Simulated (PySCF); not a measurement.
C3H8ClNSi, SMILES C/N=C/[Si@@H](C)Cl. Atoms are numbered in the order given.

```xyz
14

C      2.9546    -1.3191     0.7901
N      1.7382    -1.0275     0.0863
C      1.1174     0.0522     0.3365
Si    -0.4585     0.3972    -0.6394
C     -1.1884    -1.1942    -1.2630
Cl    -1.7808     1.3598     0.6511
H      3.2468    -0.5411     1.5232
H      3.7712    -1.4517     0.0616
H      2.8489    -2.2844     1.3114
H      1.4960     0.7765     1.0945
H     -0.1699     1.3619    -1.7412
H     -1.5109    -1.8176    -0.4159
H     -2.0495    -1.0168    -1.9233
H     -0.4106    -1.7451    -1.8139
```
Charge 0, spin multiplicity 1.

Geometry: PBE0-D3(BJ)/def2-SVP. The structure was generated by enumeration; whether it is a known compound was not checked. The values are those of a single conformer.

Calculation: HF/pcSseg-1 run with PySCF.

GIAO shieldings, no solvent; atoms alike by connectivity are averaged. δ = σ(ref) − σ: ¹³C against TMS (σ = 192.6 ppm); ¹⁵N against NH3 (σ = 267.3 ppm); ²⁹Si against TMS (σ = 393.8 ppm); ³⁵Cl against HCl (σ = 958.2 ppm); ¹H against TMS (σ = 31.99 ppm), references at their B3LYP-D3(BJ)/def2-TZVP geometries, non-relativistic (without spin–orbit terms, shifts of atoms bonded to Cl or Br come out too high).

```
nucleus          atoms  count  δ (ppm)
-------  -------------  -----  -------
¹³C                 C3      1    181.7
¹³C                 C1      1     53.7
¹³C                 C5      1      1.0
¹⁵N                 N2      1    463.8
²⁹Si               Si4      1     -3.2
³⁵Cl               Cl6      1    -54.5
¹H                 H10      1     8.46
¹H                 H11      1     5.00
¹H          H7, H8, H9      3     3.85
¹H       H12, H13, H14      3     0.90
```
